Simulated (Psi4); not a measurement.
Cl₃OW (SMILES [O]=[W+]([Cl])([Cl])[Cl]), charge +1, singlet, geometry from GFN2-xTB (such geometries of metal compounds can be far from the true shape) (the multiplicity is a formal guess) (core potentials on W).

Here is a job for Psi4.
```
memory 2 GB

molecule {
1 1
  W     0.15325738   -0.06661927   -0.07001962
  O     1.56062323   -0.67838551   -0.71301127
  Cl    0.54604922    0.88209802    1.78512300
  Cl   -0.70058332    1.35397061   -1.39243578
  Cl   -1.24699718   -1.62683861    0.24763876
}

set basis def2-svp

energy('revpbe')
print_variables()
```

Problem. Predict the total energy from REVPBE/def2-SVP (Psi4).

Solution. -1522.121837 Ha

Problem. Estimate the nuclear repulsion energy that REVPBE/def2-SVP returns for this input.

Solution. 416.2645 Eh

Problem. What number of basis functions does REVPBE/def2-SVP give?

Solution. 100

Problem. Roughly what does it cost on one core?

Solution. very roughly 14 core-seconds.
